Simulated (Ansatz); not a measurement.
Computed with Ansatz on PBE0-D4/def2-TZVP structures; ΔE is electronic, products minus reactants. CCSD(T)/CBS is the MP2 limit (def2-TZVPP, def2-QZVPP) plus CCSD(T) − MP2 in def2-TZVPP, frozen cores. Elements past krypton have def2 core potentials. For Ge, Se, Sn outer-core shells are correlated without core-valence functions, which leaves a few kJ/mol of doubt a bond. Scalar relativity is left out up to krypton. Each species was taken in one conformer, which may not be the lowest.

Consider the redistribution: `C#[C][Sn]([F])([F])[F]` + `[CH3][GeH2][SeH]` → `[F][Sn]([F])([F])[SeH]` + `C#[C][GeH2][CH3]`.

```
                 species  CCSD(T)/CBS(def2) energy (Eh)
`C#[C][Sn]([F])([F])[F]`                     -590.14096
      `[CH3][GeH2][SeH]`                    -4518.50643
`[F][Sn]([F])([F])[SeH]`                    -2914.83827
      `C#[C][GeH2][CH3]`                    -2193.82018
```

(1) Work out ΔE.

Largest T1 diagnostic among the species: 0.015.

Answers

(1) ΔE = (-2914.83827) + (-2193.82018) − (-590.14096) − (-4518.50643) = -0.01106 Eh = -6.9 kcal/mol.

From PBE to PBE0 (25 % exact exchange), in def2-TZVPP and without D4, ΔE moves by +1.0 kcal/mol. Leaving LDA and LC-ωPBE aside and taking each functional with its dispersion term where it has one, the values, not all of them listed here, spread over 2.5 kcal/mol, from BLYP-D4 to PBE-QIDH.
